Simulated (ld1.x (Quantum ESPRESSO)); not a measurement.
# vanadium (V): excitation energies, all-electron against RRKJ

ld1.x (Quantum ESPRESSO) 7.5 input, shortened:

```
&input
   title='V', zed=23., rel=1, dft='PZ', iswitch=3,
   config='[Ar] 3d3 4s1.5 4p0.5'
 /
 &inputp
   pseudotype=2, tm=.false., rho0=0.02, lloc=0,
   nlcc=.false.
 /
3
4P  2  1   0.50   0.00  2.40  2.40  0.0
3D  3  2   3.00   0.00  2.15  2.15  0.0
4S  1  0   1.50   0.00  1.85  1.85  0.0
 &test
   configts(1)='3d3 4s1.5 4p0.5'
 /
```

Energies are relative to the spin-unpolarised reference configuration 3d3 4s1.5 4p0.5; without spin polarisation the order of configurations can differ from experiment. Spin-polarised rows fill each open shell by Hund’s rule, majority spin first.

Q: Give the all-electron excitation energy and the error of the potential for: 3d3 4s2 4p0; 3d3 4s1 4p0; 3d3 4s0 4p0; 3d3 4s0 4p2; 3d3 4s1 4p1; 3d3 4s0 4p1; 3d2 4s0 4p0; 3d3 4s1.5 4p0.5 (spin-polarised); 3d3 4s2 4p0 (spin-polarised).

A:

| valence configuration | charge | ΔE all-electron (eV) | error AE − PS (meV) |
| --- | --- | --- | --- |
| 3d3 4s2 4p0 | 0 | -1.681 | +1.7 |
| 3d3 4s1 4p0 | +1 | 6.260 | +7.2 |
| 3d3 4s0 4p0 | +2 | 20.805 | +77 |
| 3d3 4s0 4p2 | 0 | 5.318 | +15 |
| 3d3 4s1 4p1 | 0 | 1.727 | +1.5 |
| 3d3 4s0 4p1 | +1 | 10.437 | +27 |
| 3d2 4s0 4p0 | +3 | 49.964 | +119 |
| 3d3 4s1.5 4p0.5 (spin-polarised) | 0 | -2.020 | +2930 |
| 3d3 4s2 4p0 (spin-polarised) | 0 | -3.310 | +2774 |

Note: ghost state, extra bound levels that the all-electron valence spectrum of the same l lacks: p at -183.8 eV. A true bound ghost makes a file unfit for plane-wave use.
